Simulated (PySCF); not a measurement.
Compound: OsO4 (singlet state).
Cartesian coordinates in Å at the PBE0-D3(BJ)/def2-SVP level; atoms count from 1:
```
atom  x, y, z in Å
Os1    0.0146   -0.0221   -0.0123
O2     0.0263   -0.0458    1.6803
O3     1.6065   -0.0395   -0.5867
O4    -0.7643    1.3806   -0.5522
O5    -0.8082   -1.3837   -0.5912
```

Method used: PySCF 2.14.0, PBE0-D3(BJ)/def2-SVP geometry optimisation, gas phase, def2 core potentials past Kr.

Problem. Which atoms are bound to Os1, and at what distances?

Solution. 4 atoms: O3 1.692 Å, O2 1.693 Å, O4 1.693 Å, O5 1.693 Å.

Problem. What is the shape at Os1?

Solution. Tetrahedral: angles from 109.4° to 109.5°; τ4 = (360° − α − β)/141° = 1.00 with α and β the two widest (0 for a square, 1 for a tetrahedron).

Problem. What are the rotational constants (commonest isotopes, rigid rotor)?

Solution. A = 4136, B = 4136, C = 4133 MHz: a spherical top.

Point group: Td (every atom within 0.08 Å of its image). Charge 0, singlet. PBE0-D3(BJ)/def2-SVP frequencies: not computed here.

Hardware: one thread, AMD EPYC 9R45 (x86_64), shared host with 192 logical CPUs at a one-minute load of 63. Cost: 11 s, 0.35 GiB resident at most. These figures are those of the optimisation.
